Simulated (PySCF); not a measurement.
## The third ionisation energy along the 3d series

All values are computed (PySCF 2.14, energy differences of UHF-based or UKS calculations, no spin-orbit coupling). Values in eV. The last column holds reference values (NIST; (s) semi-empirical, (t) theoretical, else measured). Unmarked ones compare directly (S terms, centres of terms, or small fine structure); those marked * lie between the lowest fine-structure levels and include a spin-orbit shift.

| element | configurations | PBE | PBE0 | r2SCAN | MP2 (valence and next inner shell) | MP2 (valence) | CCSD (valence) | reference |
| --- | --- | --- | --- | --- | --- | --- | --- | --- |
| Sc (def2-QZVPPD, non-relativistic) | [Ar] 3d1 → [Ar] | 25.515 | 25.369 | 25.288 | 24.500 | n/a | n/a | 24.757 * |
| Ti (def2-QZVPPD, non-relativistic) | [Ar] 3d2 → [Ar] 3d1 | 28.145 | 28.024 | 28.105 | 27.388 | 26.923 | 26.959 | 27.492 * |
| V (def2-QZVPPD, non-relativistic) | [Ar] 3d3 → [Ar] 3d2 | 30.014 | 29.839 | 29.955 | 29.377 | 28.752 | 28.817 | 29.311 * |
| Cr (def2-QZVPPD, non-relativistic) | [Ar] 3d4 → [Ar] 3d3 | 31.717 | 31.513 | 31.260 | 31.269 | 30.561 | 30.618 | 30.959 ± 0.025 * |
| Mn (def2-QZVPPD, non-relativistic) | [Ar] 3d5 → [Ar] 3d4 | 34.286 | 34.109 | 34.121 | 34.041 | 33.446 | 33.468 | 33.668 ± 0.012 * |
| Fe (def2-QZVPPD, non-relativistic) | [Ar] 3d6 → [Ar] 3d5 | 31.696 | 31.212 | 31.017 | 30.649 | 30.171 | 30.124 | 30.651 ± 0.012 * |
| Co (def2-QZVPPD, non-relativistic) | [Ar] 3d7 → [Ar] 3d6 | 34.373 | 33.932 | 33.994 | 33.723 | 33.317 | 33.160 | 33.5 ± 0.06 (s) * |
| Ni (def2-QZVPPD, non-relativistic) | [Ar] 3d8 → [Ar] 3d7 | 36.076 | 35.581 | 35.723 | 35.684 | 35.182 | 34.879 | 35.187 ± 0.019 * |
| Cu (def2-QZVPPD, non-relativistic) | [Ar] 3d9 → [Ar] 3d8 | 37.648 | 37.131 | 36.775 | 37.594 | 37.048 | 36.580 | 36.841 ± 0.012 * |
| Zn (def2-QZVPPD, non-relativistic) | [Ar] 3d10 → [Ar] 3d9 | 40.418 | 39.942 | 39.959 | 40.810 | 40.323 | 39.675 | 39.723 * |

"Valence" correlates the outer s and p shells and, in groups 3 to 12 and the f block, the outer d or f shell, open or full, or the next shell where the ion has no valence electron left; the wider scheme adds the next inner shell.
